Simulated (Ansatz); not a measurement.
Relaxation of the cluster GeTe2 with UKS r2SCAN-D4/def2-TZVP.

```sh
$ ansatz run in.yaml --threads 4 --pin off --events-out ev --progress --plain --max-ram 3916MiB
```

```yaml
crystal:
  periodic: [false, false, false]
  atoms:
    - {symbol: Ge, position_ang: [-0.756560, -0.626845, 1.038223]}
    - {symbol: Te, position_ang: [-0.724541, 1.114717, -0.838959]}
    - {symbol: Te, position_ang: [1.481102, -0.487872, -0.199253]}
basis:
  gaussian: {orbitals: def2-TZVP}
magnetization: {spin_polarized: true, initial_magnetization: 4}
hamiltonian: {xc: r2scan, dispersion: d4}
scf: {lower_state_search: "off"}
output: {orbitals: {seedname: orbitals}}
relax: {f_tol: 0.02, max_steps: 100}
```

It took 22 s on 4 threads of Arm Neoverse V1 on a shared host.

Positions (Å) and forces (eV/Å) at steps 1, 2, 3, 4, 5 of 5:

```xyz
3
step=1 energy=-71108.9367 eV
Ge   -0.757   -0.627    1.038    0.163    0.135   -0.223
Te   -0.725    1.115   -0.839   -2.552    1.727   -0.605
Te    1.481   -0.488   -0.199    2.389   -1.862    0.828
3
step=2 energy=-71109.5907 eV
Ge   -0.730   -0.605    1.001    0.344    0.285   -0.473
Te   -0.892    1.215   -0.865   -0.533    0.119    0.132
Te    1.622   -0.611   -0.136    0.188   -0.405    0.341
3
step=3 energy=-71109.6814 eV
Ge   -0.641   -0.531    0.879   -0.170   -0.140    0.233
Te   -1.079    1.282   -0.845    0.079    0.074   -0.118
Te    1.720   -0.752   -0.034    0.090    0.066   -0.115
3
step=4 energy=-71109.6930 eV
Ge   -0.671   -0.556    0.921   -0.021   -0.017    0.028
Te   -1.014    1.258   -0.852   -0.047    0.050   -0.031
Te    1.685   -0.702   -0.069    0.067   -0.033    0.002
3
step=5 energy=-71109.6940 eV
Ge   -0.668   -0.554    0.917   -0.004   -0.003    0.006
Te   -1.027    1.266   -0.853   -0.006    0.008   -0.005
Te    1.695   -0.712   -0.064    0.010   -0.004    0.000
```

In the def2 sets Te takes a core potential; there is no spin–orbit coupling. The relaxation made no stability test and no search for a lower SCF solution. At r2SCAN-D4/def2-TZVP a singlet of charge 0 lies 2.66 eV below the quintet, each at its own geometry. The structure comes from a short search, and lower isomers may exist.
